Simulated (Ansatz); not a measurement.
Basis-set extrapolation for CH5ClNSi (`C[Si](N)Cl`) radical (PBE0-D4/def2-TZVP geometry, frozen core, the Gaussian-basis code of Ansatz). Multiplicity 2, UHF reference.

```json
{"": "HF", "def2-TZVPP": "-843.787566", "def2-QZVPP": "-843.814504"}
{"": "MP2 correlation", "def2-TZVPP": "-0.680701", "def2-QZVPP": "-0.735749"}
{"": "CCSD(T) correlation", "def2-TZVPP": "-0.754513", "def2-QZVPP": "not run"}
```

Energies in hartree. Use E(X) = E(∞) + A·exp(−7.88·√X) for Hartree–Fock and E(X) = E(∞) + B·X^(−2.97) for correlation, with X = 3 and 4, and add CCSD(T) minus MP2 of the smaller set to the MP2 limit.

Task: What is the CCSD(T) energy at the basis-set limit?

Result: HF limit: -843.814504 + (-0.026938) × 0.13774 = -843.81821. MP2 limit: -0.735749 + (-0.055048) × 0.74074 = -0.77653. Higher-order term: -0.754513 − (-0.680701) = -0.07381. Total: -844.66855 hartree, 79.4 kcal/mol below CCSD(T)/def2-TZVPP.
